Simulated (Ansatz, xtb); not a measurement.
**Relative energy of two isomers of C4H6OSSi**

We compare a, `O[Si]1(S)C=CC=C1`, a singlet, with b, `O[Si@@H]1C=CC=C1S`, a singlet. Both are isolated molecules in the gas phase, relaxed with r2SCAN-D4/def2-SVP; the shapes shown needn't be the lowest conformers.

a (Å):

```xyz
13

C     0.9113    0.1544   -1.3878
C     1.4816    0.4589   -0.1999
C     0.5642    0.6804    0.9530
C    -0.7633    0.5548    0.7210
O    -1.7209    1.1105   -2.1287
S    -1.8570   -1.8610   -1.2801
Si   -0.9303    0.0835   -1.0872
H    -2.6852    1.0880   -2.0934
H    -1.6456   -2.1854    0.0146
H     1.4956   -0.0333   -2.2917
H     2.5645    0.5480   -0.0475
H     0.9884    0.9288    1.9344
H    -1.5100    0.6896    1.5080
```

b (Å):

```xyz
13

C    -0.6614   -0.6937   -1.7770
C    -1.1741   -1.3087   -0.6783
C    -0.8363   -0.7752    0.6570
C    -0.0052    0.3043    0.6660
O     0.1912    2.2335   -1.6208
S     0.5412    1.1234    2.1028
Si    0.4550    0.6563   -1.1440
H    -0.7257    2.5335   -1.5899
H     1.9083    0.4462   -1.3805
H    -0.8677   -1.0484   -2.7894
H    -1.8304   -2.1871   -0.7388
H    -1.2552   -1.2422    1.5563
H     1.1892    2.1337    1.4792
```

Q: Estimate E(b) − E(a) at the level CCSD(T)/def2-SVP + ΔMP2/def2-TZVPP.

A: Calculated at CCSD(T)/def2-SVP + ΔMP2/def2-TZVPP: E(b) − E(a) = +22.7 kcal/mol, so structure a lies lower.

How the difference moves with the method:

```csv
level,geometry,E(b) − E(a) (kcal/mol),departure from the last row (kcal/mol),"job, with rough time for the two"
GFN2-xTB,GFN2-xTB,+9.3,−13.4,"optimisation, 0.61 s"
HF/STO-3G,GFN2-xTB,+13.3,−9.4,"single point, 4.3 s"
r2SCAN-D4/def2-SVP//GFN2-xTB,GFN2-xTB,+20.7,−2.0,"single point, 15 s"
r2SCAN-D4/def2-SVP,r2SCAN-D4/def2-SVP,+20.9,−1.8,"optimisation, 4.2 min"
HF/def2-SVP,r2SCAN-D4/def2-SVP,+24.5,+1.7,part of the CCSD(T) run
MP2/def2-SVP,r2SCAN-D4/def2-SVP,+21.3,−1.4,part of the CCSD(T) run
CCSD(T)/def2-SVP,r2SCAN-D4/def2-SVP,+21.2,−1.5,single point
CCSD(T)/def2-SVP + ΔMP2/def2-TZVPP,r2SCAN-D4/def2-SVP,+22.7,,"single point, 3.8 min"
```

As drawn, b has 1 C–S, 1 Si–H in place of 1 S–Si, 1 C–H.

The levels shown agree on the order. The largest departure from CCSD(T)/def2-SVP + ΔMP2/def2-TZVPP is that of GFN2-xTB, 13.4 kcal/mol. The last row adds to CCSD(T) the change of the MP2 difference between the two basis sets, here +1.5 kcal/mol.

With thermal terms from frequencies at re-optimised GFN2-xTB minima (ideal gas, soft modes damped towards free rotors, one conformer each, 298.15 K, 1 atm): the zero-point term adds −1.3 kcal/mol; ΔH is +21.2 and ΔG +22.1 kcal/mol.

The correlated steps freeze 15 core orbitals. Mirror images aren't counted in ΔG. Codes used: Ansatz 0.2.0, xtb 6.7.1; the last row on 2 threads of Intel(R) Xeon(R) Processor @ 2.50GHz (Skylake/Cascade Lake) on a shared host.
